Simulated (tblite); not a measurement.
A geometry optimisation, step by step.

Species: C6H13ClGeO.
Atom-mapped SMILES: `[CH3:1][C@@H:2]1[CH2:3][GeH2:4][O:5][CH2:6][C@@H:7]([Cl:8])[CH2:9]1` (hydrogens: H10, H11, H12 on C1; H13 on C2; H14, H15 on C3; H16, H17 on Ge4; H18, H19 on C6; H20 on C7; H21, H22 on C9)

Computed with GFN2-xTB (tblite), gas phase: L-BFGS steps from a force-field or distance-geometry start until the largest atomic force falls under 0.01 eV/Å. 9 of its 99 geometries are shown.

Step 0: E = -816.7535 eV, largest atomic force 1.988 eV/Å
```
atom  x, y, z in Å  |  force x, y, z in eV/Å
C1      2.433   -0.664    0.278   -0.475  -0.418   1.023
C2      1.125   -0.164   -0.370    1.876  -0.514   0.410
C3      0.954    1.234    0.128    0.500   0.871   0.367
Ge4    -0.887    1.826    0.225   -0.320   1.586   0.172
O5     -1.784    0.568    1.170    0.083   0.648  -0.446
C6     -2.313   -0.310    0.226   -0.602   0.076   0.208
C7     -1.246   -0.967   -0.630   -0.852  -1.679   0.078
Cl8    -1.067   -0.191   -2.215   -0.191  -0.217   0.024
C9      0.068   -1.130    0.090    0.263  -1.059  -0.148
H10     2.847   -1.531   -0.239    0.215   0.402  -0.018
H11     2.131   -1.020    1.297    0.583   0.279  -0.612
H12     3.122    0.172    0.423    0.218  -0.530  -0.368
H13     1.282   -0.168   -1.454   -0.341  -0.149   0.130
H14     1.559    1.913   -0.498   -0.252  -0.136   0.352
H15     1.365    1.285    1.161   -0.308   0.129  -0.456
H16    -0.969    3.183    1.000   -0.075  -0.573  -0.075
H17    -1.535    2.083   -1.151   -0.117   0.098   0.579
H18    -2.979    0.264   -0.433   -0.353  -0.452   0.040
H19    -2.883   -1.087    0.783    0.235   0.380  -0.310
H20    -1.614   -2.003   -0.831    0.013   0.613  -0.272
H21     0.435   -2.144   -0.162    0.011   0.273   0.135
H22    -0.056   -1.130    1.200   -0.109   0.370  -0.813
```

Step 12: E = -817.4379 eV, largest atomic force 0.360 eV/Å
```
atom  x, y, z in Å  |  force x, y, z in eV/Å
C1      2.506   -0.706    0.313   -0.104   0.032   0.000
C2      1.203   -0.192   -0.315   -0.261   0.064   0.008
C3      0.973    1.257    0.147   -0.041   0.016  -0.029
Ge4    -0.891    1.992    0.181    0.210  -0.250  -0.152
O5     -1.847    0.720    0.975   -0.097   0.170  -0.043
C6     -2.353   -0.311    0.187    0.080   0.039   0.036
C7     -1.294   -1.057   -0.640    0.082   0.072  -0.040
Cl8    -1.143   -0.249   -2.234    0.047  -0.017   0.226
C9      0.073   -1.178    0.058   -0.042  -0.032   0.016
H10     2.907   -1.554   -0.232   -0.014  -0.049  -0.102
H11     2.332   -1.023    1.335   -0.066  -0.009   0.165
H12     3.258    0.075    0.342    0.076   0.064  -0.146
H13     1.317   -0.197   -1.404   -0.038  -0.004   0.050
H14     1.607    1.916   -0.448    0.002  -0.009   0.026
H15     1.312    1.358    1.184   -0.091  -0.052  -0.009
H16    -1.015    3.148    1.138   -0.001  -0.056   0.045
H17    -1.642    2.283   -1.093    0.085   0.194  -0.040
H18    -3.117    0.070   -0.506   -0.023  -0.103   0.105
H19    -2.827   -1.007    0.889    0.008  -0.119  -0.106
H20    -1.708   -2.046   -0.871    0.155   0.040   0.011
H21     0.463   -2.178   -0.137   -0.011  -0.051  -0.033
H22    -0.124   -1.104    1.130    0.045   0.061   0.011
```

Step 24: E = -817.5811 eV, largest atomic force 0.171 eV/Å
```
atom  x, y, z in Å  |  force x, y, z in eV/Å
C1      2.509   -0.709    0.276   -0.027   0.026   0.024
C2      1.181   -0.201   -0.300    0.061  -0.098  -0.001
C3      0.939    1.239    0.155    0.126  -0.113   0.007
Ge4    -0.894    2.014    0.078    0.047   0.021   0.042
O5     -2.005    0.827    0.776   -0.028   0.012   0.043
C6     -2.382   -0.368    0.177    0.025   0.006   0.043
C7     -1.270   -1.054   -0.620   -0.020   0.020   0.034
Cl8    -1.085   -0.122   -2.123   -0.120   0.011  -0.039
C9      0.075   -1.182    0.112   -0.040  -0.017   0.020
H10     2.818   -1.623   -0.234   -0.001   0.120   0.090
H11     2.406   -0.923    1.341    0.007   0.017  -0.067
H12     3.290    0.042    0.162   -0.034  -0.078  -0.076
H13     1.257   -0.236   -1.390    0.073   0.116  -0.008
H14     1.644    1.885   -0.367   -0.032   0.061  -0.014
H15     1.179    1.321    1.220    0.015  -0.090   0.003
H16    -0.986    3.011    1.206   -0.065   0.039  -0.032
H17    -1.471    2.646   -1.171    0.058  -0.047  -0.031
H18    -3.241   -0.186   -0.487    0.071  -0.155   0.010
H19    -2.707   -1.050    0.976    0.024   0.032   0.005
H20    -1.636   -2.046   -0.905    0.026   0.077  -0.093
H21     0.461   -2.189   -0.070   -0.039   0.012   0.030
H22    -0.091   -1.079    1.186   -0.127   0.029   0.011
```

Step 37: E = -817.6248 eV, largest atomic force 0.059 eV/Å
```
atom  x, y, z in Å  |  force x, y, z in eV/Å
C1      2.516   -0.710    0.259   -0.015  -0.007  -0.001
C2      1.185   -0.212   -0.306   -0.025   0.036  -0.006
C3      0.946    1.211    0.191   -0.017   0.056   0.006
Ge4    -0.883    2.007    0.078    0.019  -0.019  -0.022
O5     -2.084    0.858    0.695    0.025   0.018   0.024
C6     -2.387   -0.400    0.189    0.028  -0.012  -0.015
C7     -1.273   -1.036   -0.640    0.006  -0.001  -0.020
Cl8    -1.133   -0.036   -2.104    0.026  -0.036  -0.024
C9      0.060   -1.168    0.110   -0.019   0.001   0.025
H10     2.800   -1.658   -0.190    0.000  -0.040  -0.009
H11     2.448   -0.844    1.336   -0.002  -0.009   0.028
H12     3.301    0.014    0.056    0.029  -0.003  -0.028
H13     1.262   -0.214   -1.396    0.002   0.016  -0.026
H14     1.642    1.885   -0.306    0.025   0.012   0.008
H15     1.186    1.246    1.258   -0.024   0.000   0.009
H16    -1.045    3.014    1.189   -0.021  -0.001   0.014
H17    -1.321    2.680   -1.209    0.005  -0.024  -0.008
H18    -3.287   -0.342   -0.437   -0.034  -0.006   0.026
H19    -2.605   -1.056    1.042   -0.006  -0.011  -0.002
H20    -1.615   -2.018   -0.978   -0.018   0.030  -0.021
H21     0.421   -2.192   -0.011    0.002   0.008  -0.012
H22    -0.145   -1.009    1.171    0.014  -0.008   0.056
```

Step 49: E = -817.6293 eV, largest atomic force 0.040 eV/Å
```
atom  x, y, z in Å  |  force x, y, z in eV/Å
C1      2.512   -0.716    0.251   -0.004   0.000  -0.002
C2      1.183   -0.198   -0.302    0.000  -0.010   0.005
C3      0.948    1.223    0.207    0.002  -0.014   0.002
Ge4    -0.880    2.011    0.071   -0.016  -0.026   0.003
O5     -2.075    0.857    0.698    0.029   0.013  -0.024
C6     -2.380   -0.401    0.192    0.009  -0.001  -0.011
C7     -1.272   -1.034   -0.646    0.011  -0.001   0.000
Cl8    -1.124   -0.047   -2.116   -0.016   0.000   0.000
C9      0.059   -1.160    0.109    0.000   0.004   0.008
H10     2.764   -1.680   -0.187   -0.001   0.004   0.004
H11     2.457   -0.833    1.332    0.003   0.001   0.000
H12     3.314   -0.017    0.024    0.001  -0.003  -0.012
H13     1.257   -0.190   -1.393   -0.002   0.012   0.010
H14     1.659    1.897   -0.272   -0.006   0.005   0.003
H15     1.168    1.249    1.279   -0.008  -0.023   0.007
H16    -1.075    3.013    1.180    0.003   0.030  -0.016
H17    -1.309    2.656   -1.233   -0.001   0.002   0.019
H18    -3.293   -0.346   -0.415   -0.018   0.001  -0.013
H19    -2.582   -1.061    1.047   -0.011  -0.007   0.002
H20    -1.617   -2.014   -0.985    0.003   0.001   0.016
H21     0.425   -2.182   -0.014    0.001   0.014  -0.015
H22    -0.150   -1.007    1.171    0.023  -0.001   0.014
```

Step 61: E = -817.6312 eV, largest atomic force 0.030 eV/Å
```
atom  x, y, z in Å  |  force x, y, z in eV/Å
C1      2.513   -0.719    0.242    0.012   0.005   0.001
C2      1.183   -0.191   -0.300    0.003   0.000   0.004
C3      0.946    1.223    0.226   -0.009  -0.003   0.001
Ge4    -0.882    2.013    0.067    0.026   0.014  -0.005
O5     -2.076    0.861    0.692    0.002  -0.012  -0.003
C6     -2.379   -0.400    0.192   -0.012  -0.001  -0.002
C7     -1.270   -1.036   -0.642   -0.007   0.006   0.005
Cl8    -1.131   -0.059   -2.120    0.005   0.001   0.003
C9      0.064   -1.158    0.108   -0.001  -0.005   0.002
H10     2.742   -1.694   -0.184    0.006   0.006  -0.010
H11     2.472   -0.820    1.325   -0.002   0.006   0.001
H12     3.322   -0.038   -0.008    0.001   0.012  -0.009
H13     1.251   -0.168   -1.391    0.002   0.000   0.004
H14     1.665    1.904   -0.231   -0.009  -0.009   0.011
H15     1.147    1.230    1.302   -0.012  -0.004  -0.005
H16    -1.083    3.039    1.155    0.001  -0.012   0.004
H17    -1.305    2.651   -1.241    0.006  -0.014  -0.007
H18    -3.291   -0.349   -0.417    0.000   0.004  -0.006
H19    -2.584   -1.058    1.049    0.007   0.010   0.002
H20    -1.612   -2.021   -0.973   -0.011   0.008   0.014
H21     0.435   -2.176   -0.027    0.002  -0.008  -0.006
H22    -0.137   -1.016    1.173   -0.010  -0.004   0.001
```

Step 74: E = -817.6329 eV, largest atomic force 0.015 eV/Å
```
atom  x, y, z in Å  |  force x, y, z in eV/Å
C1      2.521   -0.710    0.227   -0.001   0.001  -0.003
C2      1.180   -0.189   -0.294   -0.007  -0.002   0.004
C3      0.936    1.213    0.256    0.004   0.004   0.004
Ge4    -0.877    2.018    0.055    0.007   0.004   0.003
O5     -2.081    0.878    0.679    0.003   0.001   0.009
C6     -2.380   -0.389    0.193    0.006  -0.006  -0.003
C7     -1.273   -1.038   -0.633   -0.001  -0.003  -0.010
Cl8    -1.132   -0.080   -2.124    0.004   0.000  -0.002
C9      0.067   -1.167    0.107   -0.010  -0.005  -0.002
H10     2.742   -1.690   -0.190    0.005  -0.002  -0.010
H11     2.509   -0.792    1.312   -0.014  -0.004   0.000
H12     3.322   -0.031   -0.055    0.008   0.011   0.000
H13     1.240   -0.148   -1.385    0.000  -0.004   0.004
H14     1.674    1.899   -0.161    0.006   0.001  -0.004
H15     1.100    1.193    1.338   -0.002   0.002   0.007
H16    -1.085    3.052    1.132   -0.005   0.008  -0.009
H17    -1.279    2.631   -1.270    0.004   0.008   0.000
H18    -3.290   -0.344   -0.420   -0.006  -0.006   0.004
H19    -2.588   -1.036    1.057   -0.001   0.002   0.004
H20    -1.626   -2.023   -0.951    0.003  -0.005   0.007
H21     0.440   -2.182   -0.049    0.000   0.000  -0.001
H22    -0.129   -1.044    1.175   -0.004  -0.005  -0.002
```

Step 86: E = -817.6334 eV, largest atomic force 0.016 eV/Å
```
atom  x, y, z in Å  |  force x, y, z in eV/Å
C1      2.521   -0.707    0.223    0.007  -0.002   0.001
C2      1.176   -0.189   -0.291    0.011   0.003   0.001
C3      0.935    1.212    0.264    0.004  -0.003   0.001
Ge4    -0.874    2.022    0.052   -0.003  -0.006  -0.004
O5     -2.076    0.880    0.678   -0.002   0.004   0.002
C6     -2.378   -0.388    0.195   -0.008   0.012   0.006
C7     -1.275   -1.042   -0.632   -0.001   0.004   0.005
Cl8    -1.133   -0.090   -2.125   -0.002   0.005  -0.011
C9      0.066   -1.172    0.106    0.012   0.004  -0.002
H10     2.750   -1.681   -0.204   -0.006   0.003  -0.001
H11     2.508   -0.798    1.307   -0.004  -0.011  -0.004
H12     3.318   -0.019   -0.052   -0.008  -0.001   0.005
H13     1.234   -0.144   -1.382   -0.002   0.001   0.004
H14     1.681    1.894   -0.144   -0.006   0.003  -0.001
H15     1.092    1.187    1.347   -0.004   0.000   0.001
H16    -1.091    3.065    1.118    0.000  -0.004   0.000
H17    -1.266    2.631   -1.279    0.002  -0.005  -0.002
H18    -3.290   -0.341   -0.416   -0.004  -0.007  -0.001
H19    -2.586   -1.032    1.061    0.003   0.007   0.004
H20    -1.632   -2.027   -0.944    0.003  -0.005  -0.002
H21     0.442   -2.184   -0.057    0.002  -0.004  -0.001
H22    -0.132   -1.058    1.175    0.006   0.002  -0.003
```

Step 98: E = -817.6341 eV, largest atomic force 0.008 eV/Å
```
atom  x, y, z in Å  |  force x, y, z in eV/Å
C1      2.521   -0.707    0.216   -0.001   0.001   0.001
C2      1.175   -0.183   -0.288    0.003   0.004  -0.001
C3      0.931    1.211    0.281    0.003   0.004  -0.001
Ge4    -0.871    2.026    0.041    0.005  -0.003  -0.005
O5     -2.084    0.897    0.662   -0.003  -0.003   0.003
C6     -2.377   -0.382    0.203    0.000  -0.002  -0.002
C7     -1.277   -1.043   -0.625    0.002  -0.002  -0.001
Cl8    -1.141   -0.104   -2.128   -0.001   0.001   0.004
C9      0.069   -1.175    0.101    0.003   0.001  -0.001
H10     2.758   -1.666   -0.241    0.000  -0.001   0.002
H11     2.503   -0.836    1.297   -0.001  -0.001   0.000
H12     3.314   -0.006   -0.032    0.000   0.001   0.001
H13     1.229   -0.126   -1.379   -0.002   0.000  -0.001
H14     1.682    1.896   -0.110    0.003   0.000   0.002
H15     1.071    1.174    1.367   -0.004  -0.005  -0.004
H16    -1.101    3.082    1.091    0.001   0.001   0.001
H17    -1.238    2.620   -1.304   -0.003   0.000   0.001
H18    -3.294   -0.355   -0.401   -0.003   0.001   0.001
H19    -2.570   -1.015    1.080    0.002   0.003   0.000
H20    -1.638   -2.030   -0.927    0.000   0.000   0.001
H21     0.450   -2.183   -0.078   -0.001  -0.001   0.001
H22    -0.120   -1.076    1.173   -0.002  -0.001  -0.002
```

**Question.** Summarise the path.

**Answer.** The energy falls by 84.97 kJ/mol from step 0 to step 98; nine tenths of that is first reached at step 21. It falls at every step. The largest force goes from 1.988 to 0.008 eV/Å. Among the bonds Ge4–H16 changes most, from 1.565 to 1.507 Å; the atoms move by 0.340 Å rms after alignment.

**Question.** Follow the three bonds and two angles with the largest change from start to end.

**Answer.** 
| step | E above end (kJ/mol) | largest force (eV/Å) | Ge4–H16 (Å) | C3–Ge4 (Å) | Ge4–O5 (Å) | Ge4–O5–C6 (°) | O5–Ge4–H16 (°) |
| --- | --- | --- | --- | --- | --- | --- | --- |
| 0 | 84.97 | 1.988 | 1.565 | 1.937 | 1.811 | 105.8 | 108.5 |
| 4 | 39.26 | 0.708 | 1.464 | 1.970 | 1.802 | 111.6 | 107.3 |
| 9 | 23.09 | 0.366 | 1.533 | 1.978 | 1.782 | 116.3 | 104.0 |
| 13 | 17.54 | 0.413 | 1.499 | 2.005 | 1.775 | 118.7 | 101.8 |
| 17 | 12.26 | 0.311 | 1.513 | 1.991 | 1.774 | 120.0 | 96.8 |
| 21 | 7.81 | 0.251 | 1.497 | 2.012 | 1.776 | 123.9 | 95.8 |
| 26 | 3.95 | 0.190 | 1.518 | 1.987 | 1.770 | 125.6 | 96.2 |
| 30 | 2.27 | 0.137 | 1.506 | 1.996 | 1.777 | 127.0 | 96.0 |
| 34 | 1.26 | 0.116 | 1.514 | 1.992 | 1.770 | 127.0 | 96.2 |
| 38 | 0.82 | 0.057 | 1.506 | 1.997 | 1.775 | 127.4 | 95.8 |
| 43 | 0.63 | 0.040 | 1.509 | 1.996 | 1.772 | 127.4 | 95.5 |
| 47 | 0.53 | 0.055 | 1.507 | 1.997 | 1.776 | 127.6 | 95.1 |
| 51 | 0.43 | 0.028 | 1.508 | 1.996 | 1.772 | 127.4 | 95.0 |
| 55 | 0.36 | 0.042 | 1.508 | 1.995 | 1.772 | 127.8 | 95.2 |
| 60 | 0.29 | 0.019 | 1.508 | 1.998 | 1.774 | 127.5 | 95.6 |
| 64 | 0.24 | 0.029 | 1.508 | 1.997 | 1.773 | 127.5 | 95.7 |
| 68 | 0.17 | 0.032 | 1.508 | 1.994 | 1.775 | 127.3 | 95.6 |
| 72 | 0.13 | 0.033 | 1.508 | 1.995 | 1.771 | 127.5 | 95.6 |
| 77 | 0.10 | 0.016 | 1.507 | 1.993 | 1.772 | 127.5 | 95.5 |
| 81 | 0.08 | 0.012 | 1.507 | 1.993 | 1.771 | 127.7 | 95.5 |
| 85 | 0.07 | 0.012 | 1.508 | 1.993 | 1.772 | 127.8 | 95.6 |
| 89 | 0.05 | 0.019 | 1.507 | 1.993 | 1.771 | 127.7 | 95.7 |
| 94 | 0.01 | 0.018 | 1.508 | 1.992 | 1.772 | 127.8 | 95.6 |
| 98 | 0.00 | 0.008 | 1.507 | 1.992 | 1.770 | 127.9 | 95.6 |

What follows is the cost of the whole relaxation. Time: 1.2 s of wall time. Hardware: one thread, Arm Neoverse V1 (aarch64), no GPU, shared host.
